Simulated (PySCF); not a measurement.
# MIn cations for M along group 14

PBE0 with double-zeta basis sets in PySCF, for the lowest determinant that a PBE0 search found; no spin–orbit coupling. De refers to high-spin ground-configuration atoms (the charge goes to the atom of lower measured ionisation energy or higher electron affinity, which is not always the lowest computed limit). A positive dipole points towards In; it is taken about the centre of mass and depends on that origin.

| M | basis | charged atom | state (unpaired electrons) | Re (Å) | ωe (cm⁻¹) | De (eV) | μ (D) |
| --- | --- | --- | --- | --- | --- | --- | --- |
| C | cc-pVDZ-PP/cc-pVDZ | In+ | triplet (σ ↑, π ↑) | 2.884 | 156 | 0.35 | -0.77 |
| Si | x2c-SVPall | In+ | triplet (σ ↑, π ↑) | 3.086 | 124 | 0.77 | -1.88 |
| Ge | cc-pVDZ-PP | In+ | triplet (σ ↑, π ↑) | 3.117 | 94.6 | 0.83 | 0.57 |
| Sn | cc-pVDZ-PP | In+ | triplet (σ ↑, π ↑) | 3.270 | 83.2 | 0.95 | 1.61 |
| Pb | def2-SVP | In+ | triplet (σ ↑, π ↑) | 3.307 | 75.1 | n/a | 3.23 |

The shortest bond is that of InC⁺ (2.884 Å), the longest that of InPb⁺ (3.307 Å).

The rows differ in basis set, which adds steps of its own.

Down a group the atoms grow and get heavier, so bonds lengthen and wavenumbers fall; this series shows no clear exception.

Weak bonds: InC⁺. Basis-set superposition, not corrected here, can be much of De in a small basis, most of all at correlated wavefunction levels. Spin–orbit coupling is left out, which matters for elements this heavy, above all for dissociation energies. For an ion De counts to the pair picked by the measured ionisation energies or electron affinities, which need not be the lowest pair at this level. States were picked by a PBE0 search and need not be the measured ground states.
